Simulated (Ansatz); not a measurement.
Reaction: SiAsH5 (silylarsane, SMILES [SiH3][AsH2]) → SiAsH5+ (parent SMILES [SiH3][AsH2], doublet) + e-
Each species at its own B3LYP-D3(BJ)/def2-TZVP minimum (Ansatz, an electronic-structure program).

Total energies in hartree (Ansatz). Radicals and triplets start from unrestricted determinants; spin-orbit coupling is neglected. Cores are frozen in correlated methods (noble-gas shells, and filled d and f shells in the p block). No relativity. The spin of H5AsSi+ (parent SMILES [SiH3][AsH2], doublet) was assumed, and the state is the lowest solution found for it.

```csv
species,HF/def2-TZVPP,CCSD(T)/def2-TZVPP,HF/def2-QZVPP,CCSD(T)/def2-QZVPP,CCSD(T)/def2-SVP,CCSDT(Q)/def2-SVP
1: SiAsH5 (SMILES [SiH3][AsH2]),-2526.05022,-2526.38634,-2526.10471,-2526.45828,-2525.94230,-2525.94370
"2: SiAsH5+ (parent SMILES [SiH3][AsH2], doublet)",-2525.76723,-2526.06248,-2525.82204,-2526.13219,-2525.62520,-2525.62657
```

Task: Work out the adiabatic ionisation energy (electronic) in eV: take Hartree-Fock from def2-QZVPP, extrapolate the CCSD(T) correlation energy as X^-3 (X = 3, 4), and add CCSDT(Q) - CCSD(T) in def2-SVP. 1 hartree = 27.211 eV.

Result: 
Species 1: correlation (64·(-0.35357) - 27·(-0.33612))/37 = -0.36630; step -0.00140; E1 = -2526.10471 + (-0.36630) + (-0.00140) = -2526.47241
Species 2: correlation (64·(-0.31015) - 27·(-0.29525))/37 = -0.32102; step -0.00137; E2 = -2525.82204 + (-0.32102) + (-0.00137) = -2526.14443
-1·E1 +1·E2 = 0.32798 hartree = 8.92 eV.
